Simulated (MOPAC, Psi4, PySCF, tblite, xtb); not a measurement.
Dimer H2O ··· C4H4O (SMILES O and c1ccoc1) at R = 3.79 Å between the centres of mass, closest contact 2.75 Å (a random orientation, not optimised). Geometry in Å and degrees:

```
C
C 1 1.3552
O 1 1.3616 2 110.34
C 3 1.3615 1 106.94 2 0.00
C 4 1.3552 3 110.34 1 0.00
H 1 1.0752 2 133.63 5 -179.98
H 4 1.0752 5 133.63 2 179.98
H 5 1.0766 4 126.46 7 -0.02
H 2 1.0766 1 126.46 6 0.02
H 3 2.7492 4 117.51 7 -90.99
O 10 0.9627 3 127.66 4 8.75
H 11 0.9627 10 105.25 3 173.44
```

GFN2-xTB (tblite); SAPT0/jun-cc-pVDZ, frozen core (Psi4); revPBE/def2-TZVP, counterpoise-corrected (Psi4); revPBE-D3(BJ)/def2-TZVP, counterpoise-corrected (Psi4); PBE/def2-TZVP, counterpoise-corrected (Psi4); PBE-D3(BJ)/def2-TZVP, counterpoise-corrected (Psi4); HF/aug-cc-pVDZ, counterpoise-corrected (Psi4); MP2/aug-cc-pVDZ = Psi4 1.11 with DF-MP2/aug-cc-pVDZ, frozen core, counterpoise-corrected; SCS-MP2/aug-cc-pVDZ = DF-SCS-MP2/aug-cc-pVDZ, frozen core, counterpoise-corrected in Psi4; PM6, restricted, heats of formation (MOPAC); PM3, restricted, heats of formation (MOPAC); GFN1-xTB (xtb); RKS-B3LYP/6-31G* = PySCF with restricted B3LYP/6-31G*, spherical d, no counterpoise correction; RHF/6-31G* = restricted Hartree-Fock/6-31G*, spherical d, no counterpoise correction (PySCF); RMP2/3-21G = restricted MP2 (frozen core)/3-21G, no counterpoise correction run with PySCF 2.14.0; RMP2/6-31G* = restricted MP2 (frozen core)/6-31G*, spherical d, no counterpoise correction (PySCF).

Problem. What interaction energy does each level give?

Solution. 
| method | E_int / kcal/mol |
|---|---|
| GFN1-xTB | -1.06 |
| RMP2/6-31G* | -1.05 |
| RMP2/3-21G | -1.02 |
| PBE-D3(BJ)/def2-TZVP | -0.92 |
| GFN2-xTB | -0.87 |
| revPBE-D3(BJ)/def2-TZVP | -0.84 |
| MP2/aug-cc-pVDZ | -0.74 |
| RKS-B3LYP/6-31G* | -0.55 |
| SCS-MP2/aug-cc-pVDZ | -0.49 |
| SAPT0/jun-cc-pVDZ | -0.42 |
| PBE/def2-TZVP | -0.25 |
| RHF/6-31G* | -0.16 |
| PM6 | -0.14 |
| PM3 | 0.00 |
| HF/aug-cc-pVDZ | 0.41 |
| revPBE/def2-TZVP | 0.43 |
